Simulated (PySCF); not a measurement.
This PySCF input asks for the NMR shieldings of SMILES C=C[C@@H](CF)[SiH2]P[SiH3], C$_{4}$H$_{12}$FPSi$_{2}$; the geometry comes from GFN2-xTB.

```python
import basis_set_exchange as bse
import numpy as np
from pyscf import gto, dft
from pyscf.prop import nmr

atoms = """
C    -2.044005    1.395253   -1.001910
C    -1.893585    0.216192   -0.425442
C    -1.152703   -0.010256    0.848739
C    -1.846029   -1.037699    1.726533
F    -1.761232   -2.293640    1.170296
Si    0.632846   -0.590477    0.433701
P     1.654207    1.194115   -0.428549
Si    3.535238    0.270313   -1.180682
H    -1.653274    2.294866   -0.553849
H    -2.560266    1.512191   -1.939434
H    -2.284656   -0.679870   -0.889828
H    -1.096468    0.926400    1.410000
H    -1.370414   -1.104614    2.709697
H    -2.914336   -0.823144    1.845992
H     0.577533   -1.768240   -0.435681
H     1.328506   -0.937789    1.678028
H     0.990518    1.170751   -1.636272
H     3.308108   -0.949303   -1.959149
H     4.196966    1.270137   -2.017851
H     4.347899   -0.044505   -0.008282
"""
names = dict.fromkeys(["C", "F", "Si", "P", "H"], "pcSseg-1")
basis = {el: gto.basis.parse(bse.get_basis(n, elements=[el], fmt="nwchem")) for el, n in names.items()}
mol = gto.M(atom=atoms, basis=basis, charge=0, verbose=0)
mf = dft.RKS(mol, xc="PBE0")
mf.grids.level = 2
mf.grids.alignment = dft.numint.BLKSIZE   # the property module wants whole blocks of grid points
mf.conv_tol = 1e-9
mf.kernel()

calc = nmr.RKS(mf)   # GIAO
C = mf.mo_coeff
Co = C[:, mf.mo_occ > 0]
resp = mf.gen_response(singlet=True, hermi=2)
def vind(x):   # induced exchange potential for any number of trial vectors
    d = np.einsum("pi,xij,qj->xpq", C, 2 * x.reshape(-1, C.shape[1], Co.shape[1]), Co, optimize=True)
    return np.einsum("xpq,pi,qj->xij", resp(d - d.transpose(0, 2, 1)), C, Co, optimize=True).ravel()
mo1, _ = nmr.rhf.solve_mo1(calc, with_cphf=vind)
sigma = calc.kernel(mo1)
for i, s in enumerate(sigma):   # ppm
    print("%2d %-2s %9.2f" % (i, mol.atom_pure_symbol(i), np.trace(s) / 3))
```

Q: Give the expected output.

A: 
```
 0 C      65.18
 1 C      42.91
 2 C     144.71
 3 C      98.50
 4 F     418.76
 5 Si    391.47
 6 P     657.30
 7 Si    433.37
 8 H      26.33
 9 H      26.32
10 H      25.37
11 H      29.84
12 H      26.75
13 H      26.71
14 H      27.25
15 H      27.36
16 H      31.26
17 H      27.57
18 H      27.53
19 H      27.77
```

These numbers come from an equivalent density-fitted implementation of the same equations, which agrees with the script to about 0.01 ppm for H and up to a few tenths of a ppm for heavy atoms, so last digits may differ.

Size and cost of the density-fitted run: 217 basis functions, 64 s wall time on 1 thread of an Arm Neoverse V1, shared host; peak memory 0.94 GiB.
